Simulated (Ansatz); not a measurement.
Basis-set extrapolation for BF2H3OSi, SMILES `O[SiH2]B(F)F` (PBE0-D4/def2-TZVP geometry, frozen core, Ansatz 0.2.0). Multiplicity 1, RHF reference.

```
                      def2-TZVPP   def2-QZVPP
                 HF  -589.414495  -589.437430
    MP2 correlation    -0.948610    -1.032828
CCSD(T) correlation    -1.003280      not run
```

Energies in hartree. Use E(X) = E(∞) + A·exp(−7.88·√X) for Hartree–Fock and E(X) = E(∞) + B·X^(−2.97) for correlation, with X = 3 and 4, and add CCSD(T) minus MP2 of the smaller set to the MP2 limit.

Problem. What is the CCSD(T) energy at the basis-set limit?

Solution. HF limit: -589.437430 + (-0.022935) × 0.13774 = -589.44059. MP2 limit: -1.032828 + (-0.084218) × 0.74074 = -1.09521. Higher-order term: -1.003280 − (-0.948610) = -0.05467. Total: -590.59047 hartree, 108.4 kcal/mol below CCSD(T)/def2-TZVPP.
